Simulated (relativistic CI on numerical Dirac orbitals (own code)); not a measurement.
Cu4+: M2,3 absorption edge

Computed with this model: Dirac-Coulomb-Breit CI, separate exchange-only KLI orbitals for each configuration, model QED, multiplet model of core-to-valence dipole absorption, unscaled Slater integrals; configurations [Ar] 3d7 → [Ne] 3s2 3p5 3d8; 10 K; Lorentzian 1.2 eV and Gaussian 0.3 eV FWHM. Energies are those of the free ion, without screening or charge transfer. The branching ratio is the share of the lower-energy edge in the whole absorption, uncertain by about 0.02 where the edges overlap. S is read from ⟨S²⟩ = S(S + 1).

Field parameters in Wybourne normalisation: D3d B²₀ = −7Dσ, B⁴₀ = −14Dq − 21Dτ, B⁴₃ = −14√(10/7) Dq; D4h B²₀ = −7Ds, B⁴₀ = 21(Dq − Dt), B⁴₄ = 21√(5/14) Dq; Oh B⁴₀ = 21Dq, B⁴₄ = √(5/14) B⁴₀; Td as Oh with Dq negative (B⁴₀ = 21Dq, B⁴₄ = √(5/14) B⁴₀). The field is a parameter set, without covalency.

Peaks in eV (height, largest 100): 70.0 (10), 72.2 (19), 78.5 (100), 84.8 (24).

(1) Which surroundings give this spectrum?
A. Oh, 10Dq = 22500 cm⁻¹
B. free ion
C. D3d, 10Dq = 12650, Dσ = -980, Dτ = -90 cm⁻¹
D. Td, 10Dq = -13850 cm⁻¹

## Answers

(1) A. Oh, 10Dq = 22500 cm⁻¹, where the ground state has S = 1.50.
